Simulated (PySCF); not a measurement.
# Charge on either side of a bond

Species: C3H10F3PSi2.
Numbering: `[CH3:1][C@@H:2]([SiH2:3][PH2:4])[SiH2:5][C:6]([F:7])([F:8])[F:9]` (hydrogens: H10, H11, H12 on C1; H13 on C2; H14, H15 on Si3; H16, H17 on P4; H18, H19 on Si5)

Structure used (GFN2-xTB), in Å, numbered top down from 1:
```
atom  x, y, z in Å
C1     0.2265   -0.9879    1.8007
C2    -0.4614   -0.8102    0.4432
Si3   -1.5148    0.7982    0.4426
P4    -2.4733    0.9523   -1.5792
Si5    0.7570   -0.9741   -1.0054
C6     2.2060    0.2929   -0.6860
F7     2.9837    0.4596   -1.7742
F8     1.7709    1.5285   -0.3504
F9     3.0360   -0.0862    0.3068
H10    0.9272   -0.1789    1.9900
H11   -0.5097   -0.9836    2.6016
H12    0.7755   -1.9267    1.8502
H13   -1.1746   -1.6325    0.3194
H14   -2.5867    0.6339    1.4372
H15   -0.7073    1.9586    0.8268
H16   -1.5700    1.8704   -2.0818
H17   -3.3599    1.9425   -1.2022
H18    0.2157   -0.5839   -2.3052
H19    1.4495   -2.2635   -1.0416
```

Atomic charges (e) from the PBE0/pcSseg-1 density (PySCF):

```json
{"atom": "C1", "Mulliken": "-0.2452", "IAO": "-0.4106", "Hirshfeld": "-0.1187", "ESP-fitted": "-0.5378"}
{"atom": "C2", "Mulliken": "-0.8580", "IAO": "-0.6360", "Hirshfeld": "-0.1897", "ESP-fitted": "+0.0248"}
{"atom": "Si3", "Mulliken": "+0.4455", "IAO": "+0.5685", "Hirshfeld": "+0.2759", "ESP-fitted": "+0.2183"}
{"atom": "P4", "Mulliken": "-0.2475", "IAO": "-0.1132", "Hirshfeld": "-0.0206", "ESP-fitted": "-0.3939"}
{"atom": "Si5", "Mulliken": "+0.6095", "IAO": "+0.7183", "Hirshfeld": "+0.3236", "ESP-fitted": "+0.0629"}
{"atom": "C6", "Mulliken": "+0.5342", "IAO": "+0.5514", "Hirshfeld": "+0.1691", "ESP-fitted": "+0.4919"}
{"atom": "F7", "Mulliken": "-0.2755", "IAO": "-0.2847", "Hirshfeld": "-0.1074", "ESP-fitted": "-0.1998"}
{"atom": "F8", "Mulliken": "-0.2804", "IAO": "-0.2908", "Hirshfeld": "-0.0967", "ESP-fitted": "-0.1913"}
{"atom": "F9", "Mulliken": "-0.2754", "IAO": "-0.2870", "Hirshfeld": "-0.0996", "ESP-fitted": "-0.2000"}
{"atom": "H10", "Mulliken": "+0.1342", "IAO": "+0.1468", "Hirshfeld": "+0.0348", "ESP-fitted": "+0.1634"}
{"atom": "H11", "Mulliken": "+0.1306", "IAO": "+0.1452", "Hirshfeld": "+0.0440", "ESP-fitted": "+0.1427"}
{"atom": "H12", "Mulliken": "+0.1334", "IAO": "+0.1437", "Hirshfeld": "+0.0425", "ESP-fitted": "+0.1473"}
{"atom": "H13", "Mulliken": "+0.1859", "IAO": "+0.1602", "Hirshfeld": "+0.0410", "ESP-fitted": "+0.1100"}
{"atom": "H14", "Mulliken": "-0.0426", "IAO": "-0.1091", "Hirshfeld": "-0.0773", "ESP-fitted": "-0.0447"}
{"atom": "H15", "Mulliken": "-0.0176", "IAO": "-0.1048", "Hirshfeld": "-0.0768", "ESP-fitted": "-0.0618"}
{"atom": "H16", "Mulliken": "+0.0700", "IAO": "+0.0036", "Hirshfeld": "-0.0067", "ESP-fitted": "+0.1230"}
{"atom": "H17", "Mulliken": "+0.0677", "IAO": "+0.0032", "Hirshfeld": "-0.0068", "ESP-fitted": "+0.1482"}
{"atom": "H18", "Mulliken": "-0.0295", "IAO": "-0.1033", "Hirshfeld": "-0.0663", "ESP-fitted": "+0.0061"}
{"atom": "H19", "Mulliken": "-0.0394", "IAO": "-0.1016", "Hirshfeld": "-0.0646", "ESP-fitted": "-0.0095"}
```

Q: Cut each of the bonds C1–C2, Si3–C2, P4–Si3, Si5–C2 and C6–Si5 in turn and sum the charges on the side of the atom named first.

A: In e; the other side holds the opposite charge:

| bond cut | piece | atoms | Mulliken | IAO | Hirshfeld | ESP-fitted |
| --- | --- | --- | --- | --- | --- | --- |
| C1–C2 | CH3 | 4 | +0.153 | +0.025 | +0.003 | -0.084 |
| Si3–C2 | SiPH4 | 6 | +0.276 | +0.248 | +0.088 | -0.011 |
| P4–Si3 | PH2 | 3 | -0.110 | -0.106 | -0.034 | -0.123 |
| Si5–C2 | CH2F3Si | 7 | +0.243 | +0.202 | +0.058 | -0.040 |
| C6–Si5 | CF3 | 4 | -0.297 | -0.311 | -0.135 | -0.099 |

Extremes among these pieces. Mulliken: lowest CF3 at C6, highest SiPH4 at Si3; IAO: lowest CF3 at C6, highest SiPH4 at Si3; Hirshfeld: lowest CF3 at C6, highest SiPH4 at Si3; ESP-fitted: lowest PH2 at P4, highest SiPH4 at Si3.

Q: Do the schemes agree better on the pieces than on the single atoms at the cuts?

A: The spread between schemes averages 0.221 e for the pieces and 0.436 e for the atoms named first; it is smaller for the piece at 5 of the 5 cuts. On average they agree better on the pieces. The sign differs between schemes (beyond ±0.03 e) for CH3 at C1 and CH2F3Si at Si5.

The structure is a single GFN2-xTB conformer in the gas phase; no vibrational or solvent corrections.
